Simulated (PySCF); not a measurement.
C4H10Cd. Atoms are numbered in the order given.

```xyz
15

Cd     0.0000     0.0000    -0.0044
C      0.6894     2.0421    -0.0044
C     -0.4174     3.1033     0.0158
H      1.3307     2.1713    -0.8934
H      1.3549     2.1632     0.8677
H     -1.0577     3.0192     0.9100
H     -1.0824     3.0273    -0.8610
H     -0.0061     4.1299     0.0148
C     -0.6894    -2.0421    -0.0044
C      0.4174    -3.1033     0.0158
H     -1.3307    -2.1713    -0.8934
H     -1.3549    -2.1632     0.8677
H      1.0577    -3.0192     0.9100
H      1.0824    -3.0273    -0.8610
H      0.0061    -4.1299     0.0148
```
Charge 0, spin multiplicity 1.

Geometry optimised at B3LYP-D3(BJ)/def2-SVP. The isomer is the one that the SMILES or the coordinates give; other isomers of the formula were not compared. The def2 effective core potentials stand for the cores of Cd; spin–orbit coupling is left out. One conformer was computed; it need not be the lowest.

The numbers are results of PySCF with PBE/def2-TZVP, not measurements.

The molecule is in vacuum.

Task: Estimate the frontier levels, gap, dipole moment and polarisability. (Estimate from the structure and the level; the computed values follow.)

Result: 
* **highest occupied level**: -5.18 eV
* **lowest empty level**: -0.91 eV
* **orbital gap**: 4.27 eV
* **dipole moment**: 0.00 D
* **quadrupole, principal values (traceless, Buckingham form, about the centre of nuclear charge)**: -5.94, 2.03, 3.91 D·Å
* **mean static polarisability**: 89.5 bohr³ (13.26 Å³)
* **polarisability, principal values**: 67.6, 72.8, 128.0 bohr³
